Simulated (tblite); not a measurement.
C₈H₁₀.
Numbering: `[CH:1]#[C:2][CH2:3]/[CH:4]=[CH:5]/[C:6](=[CH2:7])[CH3:8]` (hydrogens: H9 on C1; H10, H11 on C3; H12 on C4; H13 on C5; H14, H15 on C7; H16, H17, H18 on C8)

Computed with GFN2-xTB (tblite), gas phase: L-BFGS steps from a force-field or distance-geometry start until the largest atomic force falls under 0.01 eV/Å.

Geometry at step 7:
```
atom  x, y, z in Å
C1      3.7030    0.3175   -1.5136
C2      2.9623   -0.2488   -0.7640
C3      2.0437   -0.9279    0.1221
C4      0.6273   -0.5851   -0.2025
C5     -0.2008   -0.0107    0.6610
C6     -1.5826    0.3492    0.4206
C7     -2.2670    0.9335    1.4043
C8     -2.2330    0.1046   -0.9091
H9      4.3634    0.8047   -2.1609
H10     2.2769   -0.6572    1.1520
H11     2.1913   -2.0048    0.0146
H12     0.2997   -0.8294   -1.1994
H13     0.1517    0.2244    1.6567
H14    -1.8160    1.1339    2.3600
H15    -3.2908    1.2401    1.2910
H16    -3.2701   -0.1896   -0.7636
H17    -1.7391   -0.6672   -1.4912
H18    -2.2284    1.0192   -1.5030
```

Question: What forces act on the atoms?

Answer: 
| atom | Fx (eV/Å) | Fy (eV/Å) | Fz (eV/Å) |
| --- | --- | --- | --- |
| C1 | -0.084 | -0.068 | 0.072 |
| C2 | 0.118 | 0.080 | -0.160 |
| C3 | 0.030 | -0.091 | 0.091 |
| C4 | -0.026 | 0.008 | -0.032 |
| C5 | 0.003 | -0.008 | 0.005 |
| C6 | -0.148 | 0.087 | 0.054 |
| C7 | -0.053 | 0.033 | 0.050 |
| C8 | -0.089 | 0.008 | -0.110 |
| H9 | 0.086 | 0.078 | -0.083 |
| H10 | 0.005 | 0.057 | 0.128 |
| H11 | 0.040 | -0.157 | -0.045 |
| H12 | 0.088 | -0.029 | -0.133 |
| H13 | 0.058 | 0.003 | 0.036 |
| H14 | 0.003 | 0.022 | 0.053 |
| H15 | -0.077 | -0.011 | -0.027 |
| H16 | -0.021 | 0.018 | -0.011 |
| H17 | 0.024 | -0.040 | 0.089 |
| H18 | 0.044 | 0.008 | 0.023 |

The largest, 0.21 eV/Å, acts on C2; the rms over all components is 0.070 eV/Å. The forces sum to zero within rounding, as they must for an isolated molecule in no field.

Question: Give the force on C2 in Eh/bohr and in nN.

Answer: 0.214 eV/Å ÷ 51.422 = 0.00417 Eh/bohr, and 0.214 eV/Å × 1.602 = 0.34 nN.

Question: How far is this geometry from the end of the optimisation?

Answer: 0.071 eV above it, and 0.276 Å rms away after alignment. The bonds farthest from their final lengths, with half the difference of the two atoms' forces along the bond (positive lengthens):

| bond | now (Å) | final (Å) | force along bond (eV/Å) |
| --- | --- | --- | --- |
| C3–C4 | 1.493 | 1.500 | +0.05 |
| C5–C6 | 1.448 | 1.455 | +0.08 |
| C2–C3 | 1.446 | 1.452 | +0.15 |
| C3–H11 | 1.092 | 1.097 | +0.04 |
| C8–H17 | 1.086 | 1.089 | -0.01 |
| C3–H10 | 1.090 | 1.094 | +0.03 |

The angle farthest from its final value is C5–C6–C8, 121.4° against 118.5°.

What follows is the cost of the whole relaxation. Time: 0.47 s of wall time. Hardware: one thread of an Arm Neoverse V1, no GPU, on a shared host.
